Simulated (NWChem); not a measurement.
# C₃H₂F₄; SMILES F[C@@H]1C(F)(F)[C@H]1F

```xyz
9

F      1.7749     0.2020    -1.0649
C      0.5381     0.5308    -0.6559
C     -0.5381    -0.5308    -0.6559
F     -1.7749    -0.2020    -1.0649
C      0.0000     0.0000     0.6306
F      0.7495    -0.8069     1.3754
F     -0.7495     0.8069     1.3754
H      0.2146     1.5444    -0.9234
H     -0.2146    -1.5444    -0.9234
```
Atoms are numbered in this order, from 1.

Program: NWChem. Geometry: optimised at PBE0/def2-SVP. Level: PBE/def2-SVP with SMD (1 M gas to 1 M solution), gas-phase geometry.

```json
[
 {"solvent": "water", "dielectric constant": "78.4", "solvation free energy (kcal/mol)": "0.4", "cavity-dispersion-structure term (kcal/mol)": "4.4", "dipole in solution (D)": "0.92"},
 {"solvent": "1-octanol", "dielectric constant": "9.86", "solvation free energy (kcal/mol)": "-2.5", "cavity-dispersion-structure term (kcal/mol)": "1.1", "dipole in solution (D)": "0.89"},
 {"solvent": "benzene", "dielectric constant": "2.27", "solvation free energy (kcal/mol)": "-2.1", "cavity-dispersion-structure term (kcal/mol)": "0.1", "dipole in solution (D)": "0.81"},
 {"solvent": "chloroform", "dielectric constant": "4.71", "solvation free energy (kcal/mol)": "-3.0", "cavity-dispersion-structure term (kcal/mol)": "0.1", "dipole in solution (D)": "0.86"},
 {"solvent": "ethylene glycol", "dielectric constant": "40.2", "solvation free energy (kcal/mol)": "-1.1", "cavity-dispersion-structure term (kcal/mol)": "2.8", "dipole in solution (D)": "0.91"},
 {"solvent": "dichloromethane", "dielectric constant": "8.93", "solvation free energy (kcal/mol)": "-3.3", "cavity-dispersion-structure term (kcal/mol)": "0.3", "dipole in solution (D)": "0.89"}
]
```
